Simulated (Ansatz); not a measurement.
Frontier orbitals of CH$_{8}$NPSi, SMILES `CN([SiH3])P`.

Cartesian coordinates in Å:
```
C 0.529 0.611 -1.377
N -0.110 0.305 -0.103
Si -0.410 -1.340 0.342
P -0.100 1.562 1.056
H 0.315 1.644 -1.665
H 1.619 0.489 -1.351
H 0.136 -0.045 -2.158
H -1.541 -1.370 1.302
H 0.767 -1.990 0.989
H -0.745 -2.101 -0.892
H -1.247 1.180 1.802
H 0.789 1.056 2.057
```

Total charge 0; spin multiplicity 1. Geometry: relaxed with PBE0-D4/def2-TZVP. It is one conformer, not always the lowest. Basis def2-TZVPP, Ansatz.

| functional | HOMO (eV) | LUMO (eV) | gap (eV) |
| --- | --- | --- | --- |
| PBE | -5.69 | -0.99 | 4.70 |
| revPBE | -5.66 | -0.88 | 4.78 |
| r2SCAN | -5.94 | -0.67 | 5.27 |
| PBE0 | -6.95 | -0.10 | 6.85 |
| ωB97M-V | -9.19 | 1.65 | 10.84 |
| HF | -9.85 | 3.03 | 12.88 |

A quarter of exact exchange (PBE0) shifts PBE's HOMO by −1.25 eV and its LUMO by +0.89 eV; full exchange at long range (ωB97M-V) shifts them by −3.50 and +2.65 eV. The gap opens from 4.70 to 10.84 eV, since occupied levels lose self-interaction and empty ones feel all the electrons. A positive LUMO is unbound and depends on the basis.
